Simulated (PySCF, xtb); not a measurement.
AlI₂, SMILES [I][Al][I], multiplicity 2.

Harmonic wavenumbers (cm⁻¹) from GFN2-xTB (xtb 6.7.1) at its own minimum, in rising order: 36, 161, 470.

Question: What does PBE-D3(BJ)/def2-SVP in PySCF 2.14.0 give at its own minimum? (Estimate from the structure and the level; the computed values follow.)

Answer: 65, 267, 384. Paired by order, the mean absolute difference is 74 cm⁻¹ and the zero-point energies are 1.0 and 1.0 kcal/mol.
